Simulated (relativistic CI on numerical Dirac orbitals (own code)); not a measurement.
**Hyperfine structure of Zn24+, mass number 67**

Calculated at this level of theory: Dirac-Coulomb-Breit CI, KLI orbitals optimised for each configuration, a model potential for QED, unscaled Slater integrals (own radial code, finite nucleus).

CI space (outside the closed core 1s2): 2s2 2p2, 2s 2p3, 2p4, 2p3 3s, 2p3 3p, 2p3 3d, 2s2 2p 3s, 2s2 2p 3p, 2s2 2p 3d, 2s 2p2 3s, 2s 2p2 3p, 2s 2p2 3d, 2s2 2p 4s, 2s2 2p 4p, 2s2 2p 4d, 2s2 2p 4f. Levels of other configurations are missing.

Nuclear spin I = 5/2, μ = 0.87485 μN, Q = 0.122 b (tables of Stone and Pyykkö). The electronic factors are computed for point nuclear moments, without core polarisation or the Bohr-Weisskopf and QED corrections.

| Level | E (cm⁻¹) | A (MHz) | B (MHz) |
| --- | --- | --- | --- |
| 2s2 2p2 3P_1 | 157331 | -1166 | 5140 |
| 2s2 2p2 3P_2 | 218775 | 30520 | 914 |
| 2s2 2p2 1D_2 | 430413 | 19780 | 9310 |
| 2s 2p3 5S°_2 | 696637 | 71330 | 782 |
| 2s 2p3 3D°_1 | 1029642 | -34510 | 9170 |
| 2s 2p3 3D°_2 | 1044951 | 56880 | 14200 |
| 2s 2p3 3D°_3 | 1105185 | 71460 | -55.5 |
| 2s 2p3 3P°_1 | 1261974 | 69750 | -9350 |

Levels with J = 0, under 50 % of one LS term, or S terms without an open s electron are left out. Small factors come from cancelling terms and can be off by tens of per cent or more.

At this charge energies of transitions that change n are usually good to better than 1 %, and those within a shell (Δn = 0) to a few per cent.

Problem. Give the hyperfine levels of 2s2 2p2 3P_2 relative to its centre of gravity.

Solution. With K = F(F + 1) − I(I + 1) − J(J + 1), E = AK/2 + B[¾K(K + 1) − I(I + 1)J(J + 1)]/[2I(2I − 1)J(2J − 1)]: F = 1/2: -213000, F = 3/2: -167700, F = 5/2: -91800, F = 7/2: 14870, F = 9/2: 152900 MHz.

LS names give the leading component of a level, which can be under half, so a name can repeat, a term be missing and a line seem to break the LS rules.
